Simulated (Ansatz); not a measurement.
Two members of one family (InP nanocrystals, H-capped) that differ in charge, which shifts all levels, computed with Ansatz in the gas phase; def2 core potentials for In, no spin–orbit coupling. Levels of anions in sets without diffuse functions are rough. The structures are stationary points that may keep the symmetry of their start.

First: In4P4H16, cut from zinc blende, disc (singlet, charge 0, PBE-D4/def2-SVP geometry).

```csv
atom,x (Å),y (Å),z (Å)
In1,-0.427,-2.543,-1.627
In2,2.733,0.162,1.333
In3,-2.095,0.024,2.215
In4,-0.220,2.354,-1.917
P5,-1.953,-1.958,0.460
P6,0.497,0.153,2.756
P7,-0.497,-0.145,-2.756
P8,1.959,1.954,-0.461
H9,-1.393,-3.571,-2.645
H10,1.180,-2.760,-1.023
H11,3.917,0.966,2.321
H12,2.807,-1.360,0.514
H13,-2.838,-0.656,3.633
H14,-2.491,1.453,1.322
H15,-1.514,2.653,-0.807
H16,0.301,3.262,-3.306
H17,-1.938,-3.153,1.250
H18,-3.298,-2.106,-0.011
H19,0.719,-0.853,3.752
H20,0.616,1.272,3.643
H21,0.386,-0.259,-3.879
H22,-1.709,-0.127,-3.519
H23,3.044,2.011,-1.394
H24,2.215,3.226,0.146
```

```csv
level,HOMO (eV),LUMO (eV),gap (eV)
PBE-D4/def2-SVP,-6.26,-1.50,4.76
PBE-D4/def2-TZVP,-6.32,-1.63,4.68
r2SCAN-D4/def2-TZVP,-6.56,-1.36,5.21
PBE0-D4/def2-SVP,-7.31,-0.78,6.53
PBE0-D4/def2-TZVP,-7.34,-0.91,6.44
```

Second: In5P4H16⁻, cut from zinc blende (singlet, charge -1, PBE-D4/def2-SVP geometry).

```xyz
25

In    0.953    0.771   -3.001
In   -2.847   -0.620   -1.419
In    0.906   -2.660   -0.161
In    2.687    1.094    1.446
In   -1.112   -0.298    3.031
P    -0.365   -1.179   -1.915
P     1.493    2.038   -0.731
P    -2.399    0.611    0.892
P     1.079   -0.912    1.787
H    -0.091    1.839   -3.918
H     2.513    0.242   -3.596
H    -3.474    0.606   -2.506
H    -3.758   -2.052   -0.989
H     2.524   -2.968   -0.770
H    -0.169   -3.950    0.352
H     4.263    0.568    0.893
H     2.483    2.320    2.683
H    -2.002   -1.728    3.508
H    -0.903    1.080    4.094
H    -0.502   -2.074   -3.029
H     2.152    3.267   -1.076
H     0.270    2.644   -0.295
H    -3.658    1.132    1.345
H    -1.818    1.882    0.575
H     1.774   -1.652    2.802
```

Question: What does the change do? Estimate second minus first.

Answer: 
```tsv
level	Δ HOMO (eV)	Δ LUMO (eV)	Δ gap (eV)
PBE-D4/def2-SVP	3.34	2.91	-0.42
PBE-D4/def2-TZVP	3.28	2.84	-0.44
r2SCAN-D4/def2-TZVP	3.30	2.79	-0.51
PBE0-D4/def2-SVP	3.36	2.85	-0.50
PBE0-D4/def2-TZVP	3.31	2.77	-0.54
```
